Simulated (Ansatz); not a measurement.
The cluster Cu₃H₄⁻. Total charge -1; triplet. Geometry PBE-D4/def2-SVP, that of the neutral doublet; atoms count from 1.

| atom | x (Å) | y (Å) | z (Å) |
| --- | --- | --- | --- |
| Cu1 | -0.0671 | 1.4908 | 0.3770 |
| Cu2 | 1.0801 | 0.2369 | -1.1690 |
| Cu3 | -0.4235 | -0.9549 | 0.2910 |
| H4 | -0.9576 | 0.3891 | 1.1630 |
| H5 | -1.3956 | -1.7126 | 1.2208 |
| H6 | 0.6997 | -1.3150 | -1.0452 |
| H7 | 1.0639 | 1.8656 | -0.8376 |

The highest occupied level of the charge -1 triplet lies above zero (up to 1.19 eV). By energy differences its removal costs 0.16 eV (vertical, to the charge 0 doublet, at PBE0-D4/def2-TZVPD); a positive level beside a positive removal energy at the same level points to self-interaction error. At PBE0-D4/def2-TZVPD a singlet of charge -1 lies 2.06 eV below the triplet, each at its own geometry. The structure comes from a short search, and lower isomers may exist.

Problem. Estimate the Mulliken populations from the PBE0/def2-TZVPD orbitals of Ansatz.

Solution. 
```
atom  charge (e)  spin (α − β)  d electrons
 Cu1       -0.76          0.47         9.90
 Cu2       -0.82          0.38         9.87
 Cu3       -0.99          0.69         9.65
  H4        0.49          0.11            –
  H5        0.18          0.28            –
  H6        0.48          0.01            –
  H7        0.42          0.07            –
```
Mulliken values and Mayer orders depend strongly on the basis. With diffuse functions, as here, like atoms can get unlike values, and bond orders can come out too low or too high.

Problem. Where does the spin sit?

Solution. Summed by element: Cu 1.53, H 0.47, of 2 unpaired in all. Largest on single atoms: Cu3 0.69, Cu1 0.47, Cu2 0.38.

Problem. And the Mayer bond orders between bonded heavy atoms (over 0.3)?

Solution. Cu1–Cu2 0.81 (2.30 Å); Cu1–Cu3 0.69 (2.47 Å); Cu2–Cu3 0.68 (2.41 Å).
